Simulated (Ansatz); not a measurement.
Born–Oppenheimer molecular dynamics of AlClFGeH$_{3}$ (7 atoms, charge 0, multiplicity 1). It starts at the highest image of a converged band. Of that band: Neighbouring images differ by up to 1.3 eV, so the band resolves the path poorly. A vibrational analysis at the climbing image gives one clearly imaginary mode, 433i cm⁻¹: a first-order saddle point.

All numbers below come from RKS r2SCANh/def2-SVP in Ansatz.

```json
{"ensemble": "NVE (velocity Verlet)", "time step": "0.5 fs", "steps asked": "89", "starting velocities drawn for": "100 K", "seed": "4872"}
```

Frames 1 fs apart, positions in Å, forces in eV/Å.

Velocities at 20 fs (Å/ps):

```
F 0.21 -1.70 0.14
Al -0.33 0.19 0.88
Cl 0.36 -0.37 -0.30
Ge 0.35 0.33 0.01
H -22.25 23.47 -7.45
H -14.34 -12.19 -1.18
H 3.05 4.96 -7.74
```

```xyz
7
Properties=species:S:1:pos:R:3:forces:R:3 time_fs=20 energy_less_start_eV=-0.022 T=134
F 2.181 -0.479 0.369 -0.29 0.17 0.06
Al 0.559 -0.834 0.282 0.06 -0.31 0.13
Cl 0.048 -2.777 0.831 -0.04 -0.09 0.00
Ge -1.175 0.888 0.192 0.41 -0.12 0.01
H 0.151 1.734 0.231 0.13 0.24 -0.02
H -1.818 1.698 -0.958 -0.06 -0.23 -0.02
H -0.214 -0.129 -1.021 -0.22 0.34 -0.15
7
Properties=species:S:1:pos:R:3:forces:R:3 time_fs=21 energy_less_start_eV=-0.032 T=149
F 2.181 -0.481 0.369 -0.30 0.18 0.06
Al 0.559 -0.834 0.283 0.02 -0.31 0.09
Cl 0.048 -2.777 0.831 -0.04 -0.09 0.00
Ge -1.175 0.888 0.192 0.39 -0.13 -0.03
H 0.129 1.759 0.223 0.19 0.26 -0.02
H -1.833 1.684 -0.959 -0.08 -0.25 -0.01
H -0.212 -0.122 -1.029 -0.18 0.34 -0.09
7
Properties=species:S:1:pos:R:3:forces:R:3 time_fs=22 energy_less_start_eV=-0.044 T=169
F 2.181 -0.483 0.369 -0.30 0.19 0.05
Al 0.559 -0.834 0.284 -0.03 -0.29 0.04
Cl 0.048 -2.778 0.830 -0.04 -0.10 -0.01
Ge -1.174 0.888 0.192 0.42 -0.11 -0.06
H 0.109 1.786 0.215 0.19 0.26 -0.02
H -1.848 1.669 -0.961 -0.11 -0.26 0.00
H -0.212 -0.113 -1.038 -0.13 0.32 -0.01
7
Properties=species:S:1:pos:R:3:forces:R:3 time_fs=23 energy_less_start_eV=-0.059 T=191
F 2.181 -0.484 0.370 -0.29 0.20 0.05
Al 0.559 -0.834 0.285 -0.09 -0.26 -0.01
Cl 0.049 -2.778 0.830 -0.04 -0.10 -0.01
Ge -1.174 0.889 0.192 0.49 -0.07 -0.08
H 0.091 1.816 0.208 0.15 0.22 -0.02
H -1.865 1.650 -0.962 -0.14 -0.27 0.01
H -0.213 -0.100 -1.048 -0.08 0.28 0.07
7
Properties=species:S:1:pos:R:3:forces:R:3 time_fs=24 energy_less_start_eV=-0.075 T=216
F 2.181 -0.485 0.370 -0.29 0.20 0.04
Al 0.558 -0.834 0.286 -0.14 -0.22 -0.05
Cl 0.049 -2.779 0.830 -0.05 -0.11 -0.02
Ge -1.173 0.889 0.192 0.60 0.00 -0.10
H 0.075 1.847 0.200 0.07 0.15 -0.02
H -1.882 1.630 -0.963 -0.16 -0.28 0.01
H -0.215 -0.084 -1.056 -0.03 0.25 0.14
7
Properties=species:S:1:pos:R:3:forces:R:3 time_fs=25 energy_less_start_eV=-0.091 T=242
F 2.180 -0.487 0.370 -0.28 0.21 0.04
Al 0.558 -0.834 0.287 -0.20 -0.17 -0.08
Cl 0.049 -2.779 0.829 -0.05 -0.11 -0.03
Ge -1.173 0.889 0.192 0.72 0.09 -0.11
H 0.059 1.880 0.191 -0.03 0.06 -0.02
H -1.902 1.606 -0.965 -0.19 -0.28 0.02
H -0.217 -0.066 -1.063 0.02 0.20 0.20
7
Properties=species:S:1:pos:R:3:forces:R:3 time_fs=26 energy_less_start_eV=-0.108 T=267
F 2.180 -0.488 0.370 -0.28 0.21 0.03
Al 0.557 -0.835 0.288 -0.25 -0.13 -0.11
Cl 0.049 -2.780 0.829 -0.05 -0.12 -0.04
Ge -1.172 0.889 0.192 0.85 0.20 -0.12
H 0.043 1.914 0.182 -0.13 -0.04 -0.02
H -1.923 1.580 -0.966 -0.20 -0.28 0.02
H -0.219 -0.046 -1.069 0.07 0.16 0.24
7
Properties=species:S:1:pos:R:3:forces:R:3 time_fs=27 energy_less_start_eV=-0.125 T=293
F 2.179 -0.489 0.371 -0.27 0.22 0.02
Al 0.557 -0.835 0.289 -0.29 -0.09 -0.11
Cl 0.050 -2.780 0.829 -0.06 -0.13 -0.06
Ge -1.171 0.890 0.192 0.95 0.31 -0.13
H 0.025 1.947 0.174 -0.23 -0.13 -0.02
H -1.946 1.551 -0.967 -0.21 -0.29 0.04
H -0.220 -0.025 -1.072 0.11 0.11 0.26
7
Properties=species:S:1:pos:R:3:forces:R:3 time_fs=28 energy_less_start_eV=-0.143 T=321
F 2.178 -0.490 0.371 -0.26 0.22 0.01
Al 0.556 -0.835 0.290 -0.33 -0.05 -0.11
Cl 0.050 -2.781 0.828 -0.06 -0.13 -0.07
Ge -1.170 0.890 0.192 1.02 0.41 -0.14
H 0.006 1.979 0.165 -0.31 -0.21 -0.02
H -1.971 1.519 -0.967 -0.22 -0.30 0.06
H -0.220 -0.002 -1.073 0.15 0.07 0.26
7
Properties=species:S:1:pos:R:3:forces:R:3 time_fs=29 energy_less_start_eV=-0.163 T=352
F 2.177 -0.491 0.371 -0.25 0.22 0.00
Al 0.555 -0.836 0.290 -0.36 -0.02 -0.09
Cl 0.050 -2.781 0.828 -0.06 -0.14 -0.08
Ge -1.169 0.891 0.192 1.05 0.49 -0.14
H -0.017 2.009 0.156 -0.37 -0.27 -0.02
H -1.998 1.485 -0.967 -0.21 -0.31 0.09
H -0.219 0.021 -1.071 0.19 0.03 0.23
7
Properties=species:S:1:pos:R:3:forces:R:3 time_fs=30 energy_less_start_eV=-0.186 T=388
F 2.176 -0.491 0.372 -0.24 0.22 0.00
Al 0.554 -0.836 0.291 -0.38 0.01 -0.06
Cl 0.051 -2.782 0.828 -0.07 -0.15 -0.09
Ge -1.168 0.891 0.192 1.04 0.55 -0.15
H -0.043 2.036 0.146 -0.39 -0.30 -0.01
H -2.027 1.447 -0.966 -0.18 -0.32 0.13
H -0.215 0.044 -1.067 0.22 -0.01 0.19
7
Properties=species:S:1:pos:R:3:forces:R:3 time_fs=31 energy_less_start_eV=-0.213 T=430
F 2.175 -0.492 0.372 -0.23 0.23 -0.01
Al 0.553 -0.837 0.292 -0.40 0.03 -0.02
Cl 0.051 -2.783 0.827 -0.07 -0.16 -0.10
Ge -1.166 0.892 0.192 0.98 0.57 -0.16
H -0.073 2.061 0.137 -0.38 -0.29 -0.01
H -2.058 1.407 -0.964 -0.15 -0.33 0.17
H -0.210 0.068 -1.061 0.24 -0.05 0.14
```

Of the whole run (44 fs, mean temperature of the second half 547 K): The conserved energy stayed within 0.017 meV per atom of its start (net change -0.0039 meV per atom), so the integration is sound. The kinetic energy rose, since the run started high on the potential surface and went downhill. A run of 0.044 ps of so small a system gives no equilibrium averages. The orbitals stay closed-shell, which can raise the energy where a bond breaks towards radicals; this wasn't checked here.

The run took 6.4 min on 2 threads of Arm Neoverse V1 (shared host), peak memory 0.23 GiB.
